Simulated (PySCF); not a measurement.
C₆ coefficients of unlike pairs at PBE

Calculated with PySCF 2.14 from the dipole response of each species, C₆(A,B) = (3/π) ∫ α_A(iu) α_B(iu) du, in atomic units, from isotropic polarisabilities. For ions this is the dispersion term alone; charge-induced terms of lower order in 1/R come first.

```
species       configuration                                        basis      relativity  α (bohr³)  C₆ (like pair)
    In+  [Kr] 4d10 5s2 (1S)                 aug-cc-pVQZ-DK3 (9s8p6d3f2g)   spin-free X2C      23.78           160.1
     Ba       [Xe] 6s2 (1S)                   aug-cc-pVTZ-X2C (9s8p6d3f)   spin-free X2C      267.1            5210
     Si   [Ne] 3s2 3p2 (3P)                 aug-cc-pV(Q+d)Z (7s6p5d3f2g)            none      41.76           343.1
 As(3+)  [Ar] 3d10 4s2 (1S)  aug-cc-pwCVTZ-PP with ECP10MDF (8s7p6d4f1g)  core potential      6.729           21.00
```

Estimate C₆ for As(3+) with In+.

The integral gives 56.83. The combination rule 2 C_A C_B / (C_A α_B/α_A + C_B α_A/α_B) gives 56.26 and the geometric mean 57.98.

No spin-orbit coupling is included.

The other pairs:

```csv
pair,C₆
"As(3+), Ba",242.1
"As(3+), Si",78.09
"Si, In+",229.1
"Ba, In+",761.2
"Si, Ba",1211
```
